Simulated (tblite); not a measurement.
Run record: tight-binding relaxation, `C#CCC[Se]C#[N+][AlH3-]`.

Computed with GFN2-xTB geometry optimisation, gas phase (tblite 0.8.0). Start geometry: from a force field or distance geometry. The input is one job of a driver script: a line of settings, then coordinates in Å.

Command:
```bash
OMP_NUM_THREADS=1 python probes_run.py task.json out
```

Input:
```
{"job": {"kind": "relax", "xc": "GFN2-xTB", "basis": "xTB"}, "charge": 0, "multiplicity": 1}
C     -4.113600    -0.132000     1.030700
C     -3.317300     0.432700     0.324000
C     -2.318200     1.103200    -0.512300
C     -0.935600     0.537700    -0.291100
Se     0.358600     1.442200    -1.411800
C      1.767700     0.382900    -0.741600
N      2.635100    -0.262600    -0.325400
Al     4.028200    -1.310900     0.358600
H     -4.828000    -0.621800     1.645400
H     -2.335500     2.189800    -0.270100
H     -2.620300     0.971000    -1.581000
H     -0.644300     0.663600     0.782700
H     -0.932300    -0.553000    -0.517000
H      4.680600    -2.160300    -0.835700
H      5.126500    -0.363400     1.014300
H      3.440800    -2.310000     1.473100
```

Output:
```
step      E/eV     max force
  0    -594.00413    2.722
  1    -594.23156    1.820
  2    -594.22452    5.720
  3    -594.40423    0.928
  4    -594.41651    1.411
  5    -594.43390    0.582
  6    -594.45216    0.503
  7    -594.46521    0.272
  8    -594.46980    0.303
  9    -594.48042    0.311
... (89 lines left out)
 99    -594.57055    0.093
100    -594.57088    0.167
101    -594.57136    0.070
102    -594.57179    0.046
103    -594.57204    0.035
104    -594.57222    0.025
105    -594.57241    0.025
106    -594.57254    0.028
107    -594.57260    0.015
108    -594.57262    0.009
```

«max force» is the largest atomic force in eV/Å.

Task: From which step on does the largest force stay under 0.1 eV/Å, and how much energy is left to gain from there?

Result: From step 101 (0.070 eV/Å), 1.3 meV above the end.

In short: energy lowered by 13.1 kcal/mol over 108 steps; largest atomic force 0.009 eV/Å at the end.

Task: Give the final coordinates.

Result: 0.768 Å rms from the input after alignment:
```
atom  x, y, z in Å
C1    -3.5161   -0.4717    1.2208
C2    -2.8789    0.1948    0.4589
C3    -2.0754    0.9839   -0.4546
C4    -0.6249    0.5310   -0.3518
Se5    0.5077    1.5836   -1.6152
C6     2.0015    0.7479   -1.1304
N7     2.9405    0.1722   -0.7759
Al8    3.2667   -1.3006    0.5123
H9    -4.0902   -1.0469    1.8840
H10   -2.1660    2.0433   -0.1925
H11   -2.4497    0.8461   -1.4748
H12   -0.2197    0.6921    0.6486
H13   -0.5103   -0.5201   -0.6213
H14    3.7882   -2.3917   -0.4806
H15    4.2465   -0.5708    1.4882
H16    1.7725   -1.4841    1.0273
```

Task: How long does this job take on an Arm Neoverse N1 with one thread, no GPU, shared host?

Result: About 1.5 s.
Labels such as C1 count atoms from 1, the log's own numbers from 0.
